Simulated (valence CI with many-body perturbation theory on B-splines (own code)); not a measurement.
**E1 line list for Ho⁶⁰⁺**

Level of theory: configuration interaction combined with many-body perturbation theory (CI+MBPT): five valence electrons over a frozen Dirac-Fock core [He], radial functions for each j: 9 s, 9 p, 8 d, 6 f, 3 g, 1 h, with the one-electron correlation potential Σ1, the two-electron term Σ2, the three-electron term Σ3, Breit, model QED; selected CI, second order for the rest (own B-spline code, finite nucleus).

The last digits are not significant, and no measured levels were compared; by estimate large intervals hold to a few tenths of a per cent, small ones and those within an open d or f shell to about a per cent. Among the levels kept, up to 1100 cm⁻¹ of a level comes from second order outside the variational space, and about a tenth of that is noise between levels of different J, which matters for small intervals.

Lines 51 to 100 of 252 in falling wavelength, among levels below 8869.3 eV, chosen from the strongest by gf and those to the six lowest levels. Wavelengths and rates use the calculated energies. Electric multipoles are in the length gauge, E1 and E2 with the static RPA response of the core. Weak lines are less certain than strong ones. Lines between different terms over intervals too small for the method are left out, as are lines whose strength nearly cancels. The highest levels of a list are the least certain.

Levels are named by their leading jj configuration (3d3/2^4 stands for four electrons in 3d with j = 3/2), which in mixed levels can hold well under half, so a name can repeat and another be missing. Letters in brackets count levels of one name in rising energy.

```csv
λ vac (Å),Upper,Lower,A (s⁻¹),log gf,Branch %
35.13,(2s^2 2p1/2 2p3/2 3d3/2) J=5/2 [a],(2s^2 2p1/2 2p3/2 3p1/2) J=3/2 [a],3.16e+11,-0.45,0.3
35.03,(2s 2p1/2^2 2p3/2 3d3/2) J=5/2 [b],(2s 2p1/2^2 2p3/2 3p1/2) J=3/2 [b],2.72e+11,-0.52,0.7
35.01,(2s^2 2p1/2^2 3d3/2) J=3/2,(2s^2 2p1/2^2 3p1/2) J=1/2,3.90e+11,-0.54,0.2
34.98,(2s^2 2p1/2 2p3/2 3p3/2) J=3/2 [a],(2s^2 2p1/2 2p3/2 3s) J=1/2,2.08e+11,-0.82,5.9
34.95,(2s 2p1/2^2 2p3/2 3d3/2) J=7/2,(2s 2p1/2^2 2p3/2 3p1/2) J=5/2,3.57e+11,-0.28,5.4
34.91,(2s^2 2p1/2 2p3/2 3p3/2) J=1/2 [a],(2s^2 2p1/2 2p3/2 3s) J=1/2,3.88e+11,-0.85,0.9
34.90,(2s^2 2p1/2 2p3/2 3d3/2) J=7/2,(2s^2 2p1/2 2p3/2 3p1/2) J=5/2,3.85e+11,-0.25,3.1
34.81,(2s^2 2p1/2 2p3/2 3p3/2) J=5/2 [a],(2s^2 2p1/2 2p3/2 3s) J=3/2 [a],6.08e+11,-0.18,15.3
34.80,(2s 2p1/2^2 2p3/2 3d3/2) J=1/2,(2s 2p1/2^2 2p3/2 3p1/2) J=3/2 [a],4.17e+11,-0.82,0.5
34.71,(2s 2p1/2^2 2p3/2 3p3/2) J=5/2 [a],(2s 2p1/2^2 2p3/2 3s) J=3/2 [a],2.30e+11,-0.60,0.1
34.65,(2s 2p1/2^2 2p3/2 3d5/2) J=5/2,(2s 2p1/2^2 2p3/2 3p1/2) J=3/2 [b],6.48e+10,-1.16,0.0
34.62,(2s^2 2p1/2 2p3/2 3d3/2) J=3/2 [a],(2s^2 2p1/2 2p3/2 3p1/2) J=1/2,2.11e+11,-0.82,0.1
34.54,(2s 2p1/2^2 2p3/2 3p3/2) J=7/2,(2s 2p1/2^2 2p3/2 3s) J=5/2,5.13e+11,-0.13,9.0
34.32,(2s 2p1/2^2 2p3/2 3p3/2) J=1/2 [a],(2s 2p1/2^2 2p3/2 3s) J=3/2 [a],5.26e+11,-0.73,0.1
34.20,(2s^2 2p1/2 2p3/2 3d3/2) J=1/2 [a],(2s^2 2p1/2 2p3/2 3p1/2) J=1/2,3.64e+11,-0.89,0.2
34.14,(2s^2 2p1/2^2 3p3/2) J=3/2,(2s^2 2p1/2^2 3s) J=1/2,6.31e+11,-0.36,39.3
34.10,(2s^2 2p1/2 2p3/2 3p3/2) J=3/2 [a],(2s^2 2p1/2 2p3/2 3s) J=3/2 [a],1.22e+11,-1.07,3.5
33.80,(2s^2 2p1/2 2p3/2 3p3/2) J=3/2 [b],(2s^2 2p1/2 2p3/2 3s) J=3/2 [b],2.68e+11,-0.74,2.6
33.79,(2s 2p1/2^2 2p3/2 3p3/2) J=3/2 [b],(2s 2p1/2^2 2p3/2 3s) J=3/2 [b],2.14e+11,-0.83,0.1
33.74,(2s 2p1/2^2 2p3/2 3p3/2) J=3/2 [a],(2s 2p1/2^2 2p3/2 3s) J=5/2,1.30e+11,-1.05,0.1
33.65,(2s 2p1/2^2 2p3/2^2) J=3/2,(2s^2 2p1/2 2p3/2^2) J=5/2,6.41e+10,-1.36,0.8
33.54,(2s^2 2p1/2 2p3/2 3d3/2) J=5/2 [b],(2s^2 2p1/2 2p3/2 3p1/2) J=5/2,1.66e+11,-0.78,0.0
33.42,(2s^2 2p1/2 2p3/2 3p3/2) J=5/2 [b],(2s^2 2p1/2 2p3/2 3s) J=3/2 [b],3.40e+11,-0.47,15.6
33.27,(2s^2 2p1/2 2p3/2 3p3/2) J=3/2 [b],(2s^2 2p1/2 2p3/2 3s) J=5/2,1.19e+11,-1.10,1.2
32.98,(2s^2 2p1/2 2p3/2 3d3/2) J=3/2 [b],(2s^2 2p1/2 2p3/2 3p1/2) J=5/2,1.25e+11,-1.09,0.0
32.90,(2s^2 2p1/2 2p3/2 3p3/2) J=5/2 [b],(2s^2 2p1/2 2p3/2 3s) J=5/2,3.62e+11,-0.45,16.6
32.70,(2s 2p1/2^2 2p3/2 3p3/2) J=3/2 [b],(2s 2p1/2^2 2p3/2 3s) J=1/2,2.49e+11,-0.80,0.2
32.40,(2s^2 2p1/2 2p3/2 3p3/2) J=3/2 [b],(2s^2 2p1/2 2p3/2 3s) J=1/2,1.77e+11,-0.95,1.7
32.33,(2s 2p1/2^2 2p3/2 3p3/2) J=1/2 [b],(2s 2p1/2^2 2p3/2 3s) J=1/2,3.58e+11,-0.95,2.4
32.32,(2s 2p1/2^2 2p3/2 3p3/2) J=5/2 [a],(2s 2p1/2^2 2p3/2 3s) J=5/2,3.72e+11,-0.46,0.2
31.82,(2s 2p1/2^2 2p3/2^2) J=1/2,(2s^2 2p1/2 2p3/2^2) J=3/2,1.92e+08,-4.24,0.0
31.70,(2s 2p1/2^2 2p3/2^2) J=3/2,(2s^2 2p1/2 2p3/2^2) J=3/2,2.16e+10,-1.88,0.3
31.65,(2p1/2^2 2p3/2^3) J=3/2,(2s 2p1/2 2p3/2^3) J=5/2,1.38e+11,-1.08,1.2
31.64,(2s^2 2p1/2 2p3/2 3p3/2) J=3/2 [b],(2s^2 2p1/2 2p3/2 3s) J=3/2 [a],1.95e+11,-0.93,1.9
31.60,(2s^2 2p1/2 2p3/2 3p3/2) J=1/2 [b],(2s^2 2p1/2 2p3/2 3s) J=3/2 [b],7.35e+11,-0.66,8.8
30.37,(2s^2 2p1/2 2p3/2 3p3/2) J=1/2 [b],(2s^2 2p1/2 2p3/2 3s) J=1/2,1.55e+11,-1.37,1.8
29.74,(2s 2p1/2^2 2p3/2 3p3/2) J=5/2 [b],(2s 2p1/2^2 2p3/2 3s) J=3/2 [a],7.22e+10,-1.24,0.0
22.41,(2s^2 2p3/2^3) J=3/2,(2s 2p1/2^2 2p3/2^2) J=1/2,1.61e+09,-3.31,7.2
19.20,(2s^2 2p3/2^3) J=3/2,(2s 2p1/2^2 2p3/2^2) J=5/2,2.69e+09,-3.23,12.1
10.99,(2s 2p1/2 2p3/2^3) J=3/2 [a],(2s^2 2p1/2 2p3/2^2) J=1/2,3.11e+10,-2.65,0.8
10.59,(2s 2p1/2^2 2p3/2^2) J=5/2,(2s^2 2p1/2^2 2p3/2) J=3/2,1.13e+12,-0.94,96.5
10.57,(2s 2p1/2 2p3/2^3) J=3/2 [a],(2s^2 2p1/2 2p3/2^2) J=5/2,1.27e+11,-2.07,3.3
10.37,(2s 2p1/2 2p3/2^3) J=3/2 [a],(2s^2 2p1/2 2p3/2^2) J=3/2,3.71e+12,-0.62,95.2
10.23,(2s 2p1/2 2p3/2^3) J=5/2,(2s^2 2p1/2 2p3/2^2) J=5/2,3.67e+12,-0.46,93.5
10.16,(2s 2p1/2^2 2p3/2 3d3/2) J=3/2 [b],(2s^2 2p1/2^2 3d3/2) J=3/2,3.59e+12,-0.65,3.5
10.15,(2s 2p1/2 2p3/2^3) J=1/2,(2s^2 2p1/2 2p3/2^2) J=1/2,2.63e+12,-1.09,26.3
10.14,(2s 2p1/2^2 2p3/2 3s) J=1/2,(2s^2 2p1/2^2 3s) J=1/2,3.75e+12,-0.94,3.1
10.13,(2s 2p1/2^2 2p3/2 3p3/2) J=5/2 [b],(2s^2 2p1/2^2 3p3/2) J=3/2,4.71e+12,-0.36,2.9
10.09,(2p1/2 2p3/2^4) J=1/2,(2s 2p1/2 2p3/2^3) J=3/2 [b],1.06e+13,-0.49,66.7
10.09,(2s 2p1/2^2 2p3/2 3p1/2) J=1/2,(2s^2 2p1/2^2 3p1/2) J=1/2,4.99e+12,-0.82,1.0
```

How does gf follow from A for the line at 30.37 Å?

gf = 1.4992 × (2J+1)_upper × A / σ², with σ = 3292826 cm⁻¹ and 2J+1 = 2: gf = 0.0429.
